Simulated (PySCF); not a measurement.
State search for ReO

Unrestricted PBE0; Re def2-TZVPP with ECP60, O def2-TZVPP; scalar-relativistic core potentials (PySCF 2.14). Outer shells of the fragments: Re 5d5 6s2; O 2s2 2p4.

Followed along the bond (rough minima from three points):

```json
{"2Ms+1": "6", "unpaired": "σ ↑, π ↑↑, δ ↑↑", "⟨S²⟩ at the start": "8.78", "R at minimum (Å)": "1.73", "Te (eV)": "0.00"}
{"2Ms+1": "4", "unpaired": "π ↑, δ ↑↑", "⟨S²⟩ at the start": "3.91", "R at minimum (Å)": "1.68", "Te (eV)": "0.18"}
{"2Ms+1": "4", "unpaired": "σ ↑, π ↑, δ ↑", "⟨S²⟩ at the start": "3.85", "R at minimum (Å)": "1.67", "Te (eV)": "0.73"}
{"2Ms+1": "4", "unpaired": "σ ↑, π ↑, δ ↑", "⟨S²⟩ at the start": "3.91", "R at minimum (Å)": "1.68", "Te (eV)": "0.81"}
{"2Ms+1": "2", "unpaired": "π ↓, δ ↑↑", "⟨S²⟩ at the start": "1.90", "R at minimum (Å)": "1.67", "Te (eV)": "0.91"}
{"2Ms+1": "4", "unpaired": "σ ↑, π ↑↓, δ ↑↑", "⟨S²⟩ at the start": "4.77", "R at minimum (Å)": "1.74", "Te (eV)": "1.19"}
```

Solutions found at the starting distance of 1.850 Å, counted from the lowest of them; the search is not exhaustive and high or unbound solutions are not listed, so other states can lie among these:

```csv
2Ms+1,unpaired,term,E (eV),⟨S²⟩,⟨Lz²⟩,μ (D)
6,"σ ↑, π ↑↑, δ ↑↑",⁶Σ⁺,0.00,8.78,0.00,-4.34
4,"π ↑, δ ↑↑",mixed,0.54,3.91,1.64,-3.46
4,"σ ↑, π ↑, δ ↑",mixed,1.09,3.85,5.03,-4.01
4,"σ ↑, π ↑↓, δ ↑↑",mixed,1.14,4.77,2.02,-4.05
4,"σ ↑, π ↑, δ ↑",mixed,1.15,3.91,4.76,-3.78
2,"π ↓, δ ↑↑",mixed,1.30,1.90,1.23,-2.98
2,δ ↑,²Δ,1.41,0.83,4.01,-3.19
6,"σ ↑↑, π ↑, δ ↑↑",⁶Π,1.46,9.02,1.02,-1.30
2,"σ ↑, π ↓↓, δ ↑↑",mixed,1.72,2.78,0.00,-4.09
2,"σ ↑, π ↓, δ ↑",mixed,1.73,1.84,4.81,-4.05
2,"σ ↑, π ↓, δ ↑",mixed,1.74,1.79,5.02,-4.23
4,"σ ↓, π ↑↑, δ ↑↑",mixed,1.85,4.77,0.00,-4.34
4,"σ ↑, δ ↑↑",mixed,1.86,3.96,2.02,-3.63
2,"σ ↓, π ↑, δ ↑",mixed,2.07,1.78,5.14,-4.03
```

A term symbol is given only where ⟨S²⟩ and ⟨Lz²⟩ are close to those of a pure state; real π, δ and φ orbitals otherwise mix terms. A positive dipole means Re(−)O(+).

Q: Compare the gap between the two lowest followed solutions at the starting distance with the gap between their minima.

A: At PBE0 the second solution (quartet, unpaired electrons π ↑, δ ↑↑) lies +0.54 eV from the first (sextet, unpaired electrons σ ↑, π ↑↑, δ ↑↑) at 1.850 Å and +0.18 eV at the minima; the two curves relax by different amounts, since their minima lie near 1.68 and 1.73 Å.

Spin–orbit coupling is left out. With d or f electrons several states lie close, and the lowest PBE0 determinant need not be the measured ground state.
